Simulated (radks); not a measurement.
Hf II, 71 electrons, occupied as [Xe] 4f14 5d1.5 6s1.5 (fractional occupations, a model configuration). Calculated with a radial shooting solver on a logarithmic mesh with Libxc functionals: Dirac Kohn-Sham, PBE, spin-unpolarised, spherical densities, finite nucleus; open shells fill j = l - 1/2 first; Fermi nuclear charge, rms radius 5.347 fm. Some entries of the table are withheld. Estimate them.

orbital  occ.  eigenvalue (eV)  <r> (bohr)
1s1/2       2        -65186.14     0.01899
2s1/2       2        -11147.94     0.07978
2p1/2       2        -10649.42     0.06612
2p3/2       4        -9457.626     0.07385
3s1/2       2              (1)      0.2082
3p1/2       2        -2324.557      0.1981
3p3/2       4        -2069.151      0.2124
3d3/2       4        -1693.581      0.1863
3d5/2       6        -1637.875      0.1908
4s1/2       2              (2)      0.4682
4p1/2       2        -428.3512      0.4746
4p3/2       4        -369.9131      0.5075
4d3/2       4        -220.5052      0.5286
4d5/2       6        -209.8032      0.5401
5s1/2       2         -74.7133         (3)
5p1/2       2              (4)       1.264
5p3/2       4              (5)       1.372
4f5/2       6         -25.6250      0.6701
4f7/2       8         -23.8806      0.6828
6s1/2     1.5         -11.3401       3.167
5d3/2     1.5         -10.1305         (6)
5d5/2       0          -9.5973         (7)

Answer. 
(1) 3s1/2 eigenvalue (eV): -2546.029
(2) 4s1/2 eigenvalue (eV): -519.1699
(3) 5s1/2 <r> (bohr): 1.135
(4) 5p1/2 eigenvalue (eV): -48.9938
(5) 5p3/2 eigenvalue (eV): -41.1945
(6) 5d3/2 <r> (bohr): 2.186
(7) 5d5/2 <r> (bohr): 2.265
